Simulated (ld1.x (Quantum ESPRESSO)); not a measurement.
## Transferability test, RRKJ potential for K (Z = 19)

K (Z = 19), norm-conserving RRKJ (Kleinman–Bylander form), made with ld1.x (Quantum ESPRESSO) 7.5 (LDA (PZ), fully relativistic). Core [Ne], reference 3s2 3p6 3d0 4s0 4p0 (charge +1). Waves: 3s (bound): rc 1.80 bohr; 3p (bound): rc 1.70 bohr; 3d (bound, empty): rc 3.25 bohr; 4f channel at -0.05 Ry: rc 3.25 bohr. Local part: all-electron potential smoothed inside 2.70 bohr (lloc = -1). Core correction: none.

Open shells are filled in proportion to 2j + 1 (rel_dist='average').

Energies are relative to the spin-unpolarised reference configuration 3s2 3p6 3d0 4s0 4p0; without spin polarisation the order of configurations can differ from experiment.

```json
{"valence configuration": "3s2 3p6 3d0 4s1 4p0", "charge": "0", "ΔE all-electron (eV)": "-4.407", "error AE − PS (meV)": "-5.3"}
{"valence configuration": "3s2 3p6 3d0.5 4s0.5 4p0", "charge": "0", "ΔE all-electron (eV)": "-3.157", "error AE − PS (meV)": "-3.0"}
{"valence configuration": "3s2 3p6 3d1 4s0 4p0", "charge": "0", "ΔE all-electron (eV)": "-1.893", "error AE − PS (meV)": "+0.7"}
{"valence configuration": "3s1 3p6 3d0 4s1 4p0", "charge": "+1", "ΔE all-electron (eV)": "37.422", "error AE − PS (meV)": "-27"}
{"valence configuration": "3s2 3p5 3d0 4s1 4p0", "charge": "+1", "ΔE all-electron (eV)": "20.557", "error AE − PS (meV)": "+22"}
```

Q: What are ΔE and the potential's error for 3s2 3p6 3d0 4s0.5 4p0?

A: ΔE = -2.697 eV all-electron; the error (AE − PS) is -2.5 meV.

Q: What are ΔE and the potential's error for 3s2 3p6 3d0 4s0 4p1?

A: ΔE = -2.776 eV all-electron; the error (AE − PS) is -20 meV.

These tests converged, but a pseudo level misses the all-electron one widely, so the file describes the atom poorly there or has found another state: 3s2 3p6 3d0 4s1 4p0: empty 3d by 4.2 eV.
